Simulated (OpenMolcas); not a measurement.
Computed levels of 4d² in ions with 38 electrons, in cm-1 above ³F₂.

```
Program             : OpenMolcas 26.06
Method              : CASSCF
Basis               : ANO-R3
Scalar Hamiltonian  : X2C, finite nucleus
Spin-orbit coupling : state interaction with AMFI integrals over the reference wave functions, term energies averaged over their components
```

Active space for each ion: 2 electrons in 5 orbitals (4d).

```tsv
Level	Zr2+	Mo4+	Tc5+	Ru6+	Rh7+
³F₃	660	1452	1951	2571	3301
³F₄	1469	3158	4192	5455	6914
¹D₂	9167	12794	14455	16139	17845
³P₀	10248	13878	15498	17093	18661
³P₁	10497	14461	16305	18190	20114
³P₂	11107	15958	18384	20996	23779
¹G₄	13839	19342	21882	24484	27138
¹S₀	32992	45511	50976	56396	61731
```

Problem. Estimate ³F₄, ¹D₂, ³P₀ for Nb3+ from its neighbours Zr2+ and Mo4+.

Solution. ³F₄ is fine structure, which grows about as the fourth power of a screened charge, so the fourth roots are averaged: ((1469^0.25 + 3158^0.25) / 2)^4 = 2194. The calculation gives 2283, so the estimate is off by -3.9 %.
¹D₂ is another term, which grows about linearly with the charge: (9167 + 12794) / 2 = 10980. The calculation gives 11066, so the estimate is off by -0.8 %.
³P₀ is another term, which grows about linearly with the charge: (10248 + 13878) / 2 = 12063. The calculation gives 12164, so the estimate is off by -0.8 %.

Mixed levels, with the weight of the term that names them: Ru6+ ¹D₂ (72 %), Ru6+ ³P₂ (73 %), Rh7+ ¹D₂ (68 %), Rh7+ ³P₂ (70 %).

Without dynamic correlation excited terms often stand tens of per cent too high (terms of higher spin than the ground term too low), and those without a measured partner can miss by more than the paired ones. Levels of configurations with an s electron are missing; early in the row they begin among the upper levels of the d shell and mix with terms of their name (holds for Zr2+). Some levels mix across a computed gap that differs much from the measured one, so their mixing is not that of the real levels (holds for Zr2+). Only configurations of the active space appear.
